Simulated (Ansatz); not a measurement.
Cartesian coordinates (Å):
```xyz
2

I      0.8048     0.0000     0.0000
H     -0.8048     0.0000     0.0000
```
Charge +1, spin multiplicity 2.

These are frozen-core CCSD(T)/def2-TZVPP // PBE0-D3(BJ)/def2-TZVP (Ansatz, a program for electronic structure) values and carry that method's errors. The geometry is that of the parent before the electron was removed.

* **HF energy**: -296.88948 Ha
* **MP2 correlation energy**: -0.47174 Ha

Task: Estimate the CCSD correlation energy, the (T) correction, the total energy and the T1 diagnostic.

Result: 
```yaml
CCSD correlation energy: -0.45484 Ha
"(T) correction": -0.00759 Ha
CCSD(T) total energy: -297.35190 Ha
T1 diagnostic: 0.008
```
